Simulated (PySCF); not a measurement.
Where the electron goes

C5H9OP.
Structure used (GFN2-xTB), in Å, numbered top down from 1:
```xyz
16
C5H9OP angstrom
C      2.6800   -0.2464    0.1110
O      1.6582    0.6848    0.4080
C      0.4847    0.4421   -0.1645
C     -0.7301    0.8932   -0.3794
C     -1.6907    1.9935   -0.1875
P     -0.4786   -0.7647   -1.1541
C     -1.1397   -1.9164    0.1751
H      3.4800   -0.0694    0.8277
H      3.0547   -0.0957   -0.9063
H      2.3128   -1.2731    0.2057
H     -2.0303    2.3694   -1.1523
H     -2.5646    1.6437    0.3621
H     -1.2200    2.8032    0.3678
H     -2.1774   -2.1594   -0.0483
H     -0.5687   -2.8440    0.1689
H     -1.0778   -1.4519    1.1571
```

Computed, not measured: TDDFT wB97X-D/def2-SVPD, vertical, gas phase, core orbitals frozen in the response (PySCF 2.14.0, density-fitted response routines).

Frontier orbitals with the atoms that hold most of them (Löwdin shares over 4%, at most four atoms; ? is withheld):

| orbital | ε (eV) | atoms |
| --- | --- | --- |
| HOMO-3 | -11.11 | P6 18%, C7 18%, O2 16%, C4 13% |
| HOMO-2 | -9.57 | P6 32%, C4 25%, C3 10%, O2 9% |
| HOMO-1 | -9.37 | ? |
| HOMO | ? | P6 31%, C4 21%, C3 15%, C7 13% |
| LUMO | 2.16 | ? |
| LUMO+1 | 2.28 | P6 37%, C4 10%, C3 10%, C1 9% |
| LUMO+2 | 2.48 | C4 21%, C3 19%, P6 11%, O2 10% |

(1) Give the leading atoms of the HOMO-1.

(2) Give the leading atoms of the LUMO.

(3) What is the HOMO energy, and the HOMO–LUMO gap?

Answers

(1) P6 (bonded to 3 C) 30%; C3 (bonded to C, O and P) 22%; O2 (bonded to 2 C) 18%; C4 (bonded to 2 C and P) 12%. By element: carbon 34% or more, phosphorus 30%, oxygen 18%.

(2) P6 (bonded to 3 C) 15%; C5 (bonded to C and 3 H) 12%; C3 (bonded to C, O and P) 11%; O2 (bonded to 2 C) 11%. By element: carbon 23% or more, phosphorus 15%, oxygen 11%.

(3) ε(HOMO) = -7.74 eV; the gap is 9.90 eV (0.3639 hartree).

Question: The HOMO–LUMO gap is 9.90 eV. Where does the response calculation put the lowest singlet, and from which orbitals?

Answer: S1 is at 5.15 eV (f = 0.0037), 4.75 eV below the gap, made of HOMO→LUMO+1 (65%), HOMO→LUMO (30%). Its leading pair isn't HOMO and LUMO; the energies of that pair differ by 10.02 eV. Without the coupling terms of the response equations the lowest excitation would equal the gap.

Next come S2 at 5.75 eV (f 0.056), HOMO→LUMO+2 (78%); S3 at 6.00 eV (f 0.0097), HOMO→LUMO (57%), HOMO→LUMO+1 (21%); S4 at 6.36 eV (f 0.058), HOMO→LUMO+4 (44%), HOMO→LUMO+3 (16%), HOMO→LUMO+2 (9%); S5 at 6.75 eV (f 0.015), HOMO-1→LUMO+2 (66%), HOMO-1→LUMO+4 (12%).

One conformer stands for the species.
